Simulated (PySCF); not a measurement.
diiodomethane (CH2I2), SMILES ICI. Atoms are numbered in the order given.

```xyz
5

I     -1.8264     0.0000    -0.0909
C      0.0000     0.0000     1.0511
I      1.8264     0.0000    -0.0909
H      0.0000    -0.9064     1.6634
H      0.0000     0.9064     1.6634
```

The structure is a stationary point at TPSSh-D3(BJ)/def2-SVP. The def2 effective core potentials stand for the cores of I; spin–orbit coupling is left out.

The numbers are results of r2SCAN/def2-TZVPD in PySCF, not measurements.

Mulliken values depend strongly on the basis, most of all with diffuse functions as here. ESP charges are fitted to the potential on shells at 1.4 to 2.0 van der Waals radii. Atomic charges (e):

| atom | ESP fit | Mulliken |
|---|---|---|
| I1 | 0.05 | -0.06 |
| C2 | -0.83 | -0.33 |
| I3 | 0.05 | -0.06 |
| H4 | 0.36 | 0.23 |
| H5 | 0.36 | 0.23 |
